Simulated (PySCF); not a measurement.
Si(H)(Cl)(Br)(vinyl) (C2H4BrClSi), SMILES Cl[SiH](Br)C=C. Atoms are numbered in the order given.

```xyz
9

Si    -0.0964    -0.1882    -0.8311
Cl     0.8374     1.5216    -1.5617
Br     0.6605    -0.6518     1.2243
C     -1.9371     0.1002    -0.7837
C     -2.7026     0.0007     0.3200
H      0.3045    -1.3181    -1.7270
H     -2.4099     0.3764    -1.7455
H     -2.2693    -0.2646     1.2999
H     -3.7904     0.1826     0.2905
```
Charge 0, spin multiplicity 1.

Geometry optimised at PBE-D3(BJ)/def2-SVP. The values are those of a single conformer.

Method: PBE/pcSseg-1 (PySCF).

GIAO shieldings, no solvent; atoms alike by connectivity are averaged. δ = σ(ref) − σ: ²⁹Si against TMS (σ = 335.4 ppm); ³⁵Cl against HCl (σ = 936.5 ppm); ¹³C against TMS (σ = 182.0 ppm); ¹H against TMS (σ = 31.49 ppm), references at their B3LYP-D3(BJ)/def2-TZVP geometries, non-relativistic (without spin–orbit terms, shifts of atoms bonded to Cl or Br come out too high).

```
nucleus   atoms  count  δ (ppm)
-------  ------  -----  -------
²⁹Si        Si1      1     27.4
³⁵Cl        Cl2      1    103.6
¹³C          C5      1    150.3
¹³C          C4      1    143.4
¹H       H8, H9      2     7.02
¹H           H6      1     6.81
¹H           H7      1     6.81
```
